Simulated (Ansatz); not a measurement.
C6H5Cl3Ge, SMILES `[Cl][Ge]([Cl])([Cl])[c]1ccccc1`. Charge 0, multiplicity 1.

Z-matrix (Å, degrees):
```
Ge
Cl 1 2.137
Cl 1 2.135 2 106.8
Cl 1 2.135 2 106.8 3 116.0
C 1 1.922 2 112.4 3 -122.0
C 5 1.391 1 119.9 2 89.7
C 5 1.391 1 119.9 2 -89.0
C 6 1.386 5 119.7 1 -178.6
H 6 1.084 5 120.4 1 2.0
C 7 1.386 5 119.7 1 178.6
H 7 1.084 5 120.4 1 -2.0
C 8 1.387 6 120.0 5 -0.0
H 8 1.084 6 119.8 5 -179.8
H 10 1.084 7 119.8 5 179.8
H 12 1.084 8 119.9 6 -179.9
```

What are the harmonic wavenumbers in cm⁻¹ at PBE0-D4/def2-TZVP (Ansatz, finite differences of forces, unscaled)? (An estimate is asked.)

The calculation gave: 12, 64, 83, 136, 140, 158, 213, 257, 295, 400, 419, 438, 444, 469, 627, 694, 711, 758, 870, 947, 983, 1003, 1020, 1057, 1111, 1123, 1185, 1213, 1338, 1369, 1476, 1524, 1643, 1653, 3189, 3194, 3201, 3211, 3218.
